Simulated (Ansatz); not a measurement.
Basis-set extrapolation for C2H4ClFOSi, SMILES `F[Si]1(Cl)CCO1` (PBE0-D4/def2-TZVP geometry, frozen core, Ansatz). Multiplicity 1, RHF reference.

```csv
,def2-TZVPP,def2-QZVPP
HF,-1001.087533,-1001.121569
MP2 correlation,-1.116572,-1.210356
CCSD(T) correlation,-1.197925,not run
```

Energies in hartree. Use E(X) = E(∞) + A·exp(−7.88·√X) for Hartree–Fock and E(X) = E(∞) + B·X^(−2.97) for correlation, with X = 3 and 4, and add CCSD(T) minus MP2 of the smaller set to the MP2 limit.

What is the CCSD(T) energy at the basis-set limit?

HF limit: -1001.121569 + (-0.034036) × 0.13774 = -1001.12626. MP2 limit: -1.210356 + (-0.093784) × 0.74074 = -1.27983. Higher-order term: -1.197925 − (-1.116572) = -0.08135. Total: -1002.48744 hartree, 5.50 eV below CCSD(T)/def2-TZVPP.
